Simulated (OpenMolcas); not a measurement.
Computed transition rates of neutral germanium

```
Program             : OpenMolcas 26.06
Method              : SS-CASPT2, IPEA 0.25 Eh, imaginary shift 0.1 Eh (closed shells correlated: 3d 4s)
Basis               : ANO-RCC-VTZP [6s5p3d1f]
Scalar Hamiltonian  : DKH2, point nucleus
Active space        : 2 electrons in 3 orbitals (4p)
State averaging     : 2S+1 = 3 even, 3 roots; 2S+1 = 1 even, 6 roots
Spin-orbit coupling : RASSI with atomic mean-field integrals over the reference wave functions, term energies averaged over their components
```

Rates come from the transition moments of the reference wave functions (E1 and E2 in the length form). At fixed line strength A goes as λ^-3 for E1 and M1 and as λ^-5 for E2, so a rate at the computed wavelength can be rescaled to the measured one. Measured vacuum wavelengths follow from level energies in NIST Handbook of Basic Atomic Spectroscopic Data. Branching counts decays inside the model space alone, at computed energies, and the table is only a selection of the E2 and M1 lines, drawn from those between levels with measured partners whose computed energy lies within a factor of 1.5 of the measured one.

```json
{"Upper": "4s² 4p² ¹S₀", "Lower": "4s² 4p² ¹D₂", "Type": "E2", "λ computed (nm)": "986.5", "λ measured (nm)": "1082", "A computed (s-1)": "1.84e+00", "A rescaled (s-1)": "1.16e+00", "Branching %": "58.0"}
{"Upper": "4s² 4p² ¹S₀", "Lower": "4s² 4p² ³P₁", "Type": "M1", "λ computed (nm)": "550.4", "λ measured (nm)": "632.5", "A computed (s-1)": "1.26e+00", "A rescaled (s-1)": "", "Branching %": "39.8"}
{"Upper": "4s² 4p² ¹D₂", "Lower": "4s² 4p² ³P₂", "Type": "M1", "λ computed (nm)": "1379", "λ measured (nm)": "1750", "A computed (s-1)": "9.93e-02", "A rescaled (s-1)": "", "Branching %": "67.7"}
{"Upper": "4s² 4p² ¹S₀", "Lower": "4s² 4p² ³P₂", "Type": "E2", "λ computed (nm)": "575.1", "λ measured (nm)": "668.6", "A computed (s-1)": "6.95e-02", "A rescaled (s-1)": "", "Branching %": "2.2"}
{"Upper": "4s² 4p² ¹D₂", "Lower": "4s² 4p² ³P₁", "Type": "M1", "λ computed (nm)": "1245", "λ measured (nm)": "1522", "A computed (s-1)": "4.53e-02", "A rescaled (s-1)": "", "Branching %": "30.9"}
{"Upper": "4s² 4p² ³P₂", "Lower": "4s² 4p² ³P₁", "Type": "M1", "λ computed (nm)": "12800", "λ measured (nm)": "11730", "A computed (s-1)": "6.41e-03", "A rescaled (s-1)": "8.33e-03", "Branching %": "100.0"}
{"Upper": "4s² 4p² ³P₁", "Lower": "4s² 4p² ³P₀", "Type": "M1", "λ computed (nm)": "20560", "λ measured (nm)": "17950", "A computed (s-1)": "2.07e-03", "A rescaled (s-1)": "3.11e-03", "Branching %": "100.0"}
{"Upper": "4s² 4p² ¹D₂", "Lower": "4s² 4p² ³P₂", "Type": "E2", "λ computed (nm)": "1379", "λ measured (nm)": "1750", "A computed (s-1)": "1.71e-03", "A rescaled (s-1)": "", "Branching %": "1.2"}
```

Spin-changing lines and M1 lines between different terms are not rescaled, since their strength hangs on the term gaps too.

The largest correction is for 4s² 4p² ¹S₀ → 4s² 4p² ¹D₂ (E2): 1.84e+00 × (986.5 / 1082)^5 = 1.16e+00 s-1, a factor of 0.63.

No measured rate stands beside these. Rescaling mends the energy factor alone: line strengths can still be far off where a level mixes with configurations outside the active space, and weak or spin-changing lines hang on small mixing coefficients that depend on the term gaps too, so rescaling need not improve them.

Term energies are means over components that CASPT2 splits; among the terms shown or strongly mixed into the levels shown the widest spread is 91 cm-1 (4s² 4p² ¹D). With the s shell closed, the reference lacks s² → p² mixing. Some terms miss by over 15 % even with CASPT2, which points to a basis or an active space too small for the shells correlated. Computed and measured levels are paired by configuration, term and J; levels that our copy of the source lacks, or whose pairing is in doubt (as where it misses far off the trend of its configuration), stay unpaired. Only configurations of the active space appear.
